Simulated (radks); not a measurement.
The numbers below are computed, except where a source is named.
The lutetium ion Lu5+, configuration [Xe] 4f12.

Code: a radial shooting solver on a logarithmic mesh with Libxc functionals. Model: scalar-relativistic Kohn-Sham, LB94 model potential, spin-polarised, spherical densities, finite nucleus; open shells are filled with parallel spins first (spin-orbit coupling, left out, can overturn this in heavy ions); Fermi nuclear charge, rms radius 5.37 fm.

Energy parts (eV):
| part | energy |
|---|---|
| kinetic | 433855.55 |
| electron-nucleus | -972647.60 |
| Hartree | 150809.68 |
(The LB94 potential has no energy functional, so no total or exchange-correlation energy is given.)

Orbitals (lengths in bohr, moments of r in powers of bohr; <r^-3> diverges for s and p1/2; r(max) is where P^2 peaks; r(90%) holds 90 % of the orbital's charge):
| orbital | occ. | eigenvalue (eV) | <r^-3> | r(90%) | r(max) | <r^2> |
|---|---|---|---|---|---|---|
| 1s up | 1 | -63530.34 | - | 0.0351 | 0.01213 | 0.0005107 |
| 1s down | 1 | -63530.34 | - | 0.0351 | 0.01213 | 0.0005107 |
| 2s down | 1 | -10899.64 | - | 0.127 | 0.06924 | 0.007892 |
| 2s up | 1 | -10899.60 | - | 0.127 | 0.06924 | 0.007892 |
| 2p down | 3 | -9606.212 | 16970 | 0.119 | 0.05653 | 0.006467 |
| 2p up | 3 | -9606.188 | 16970 | 0.119 | 0.05653 | 0.006467 |
| 3s up | 1 | -2542.878 | - | 0.311 | 0.1957 | 0.05152 |
| 3s down | 1 | -2542.851 | - | 0.311 | 0.1957 | 0.05150 |
| 3p up | 3 | -2154.205 | 3714 | 0.317 | 0.1931 | 0.05203 |
| 3p down | 3 | -2154.148 | 3716 | 0.317 | 0.1931 | 0.05201 |
| 3d up | 5 | -1685.885 | 486.6 | 0.298 | 0.1572 | 0.04322 |
| 3d down | 5 | -1685.864 | 486.8 | 0.298 | 0.1572 | 0.04320 |
| 4s up | 1 | -571.6355 | - | 0.686 | 0.4458 | 0.2573 |
| 4s down | 1 | -570.0305 | - | 0.686 | 0.4458 | 0.2573 |
| 4p up | 3 | -444.2834 | 847.5 | 0.736 | 0.4668 | 0.2918 |
| 4p down | 3 | -442.7083 | 847.0 | 0.736 | 0.4669 | 0.2919 |
| 4d up | 5 | -277.6823 | 94.74 | 0.814 | 0.4803 | 0.3419 |
| 4d down | 5 | -276.1396 | 94.68 | 0.815 | 0.4803 | 0.3421 |
| 5s up | 1 | -135.2942 | - | 1.60 | 1.013 | 1.391 |
| 5s down | 1 | -134.2470 | - | 1.60 | 1.015 | 1.399 |
| 5p up | 3 | -102.5303 | 134.4 | 1.84 | 1.142 | 1.830 |
| 5p down | 3 | -101.6788 | 132.8 | 1.85 | 1.145 | 1.846 |
| 4f up | 7 | -93.2477 | 15.72 | 1.07 | 0.4614 | 0.5250 |
| 4f down | 5 | -91.8394 | 15.70 | 1.08 | 0.4614 | 0.5286 |

The highest occupied level is 4f down at -91.839 eV. The electron density at the nucleus is 1.177e+06 e/bohr^3 (large components only). Spin moment in Bohr magnetons: 2. The density falls to 0.001 e/bohr^3 at r = 2.77 bohr.
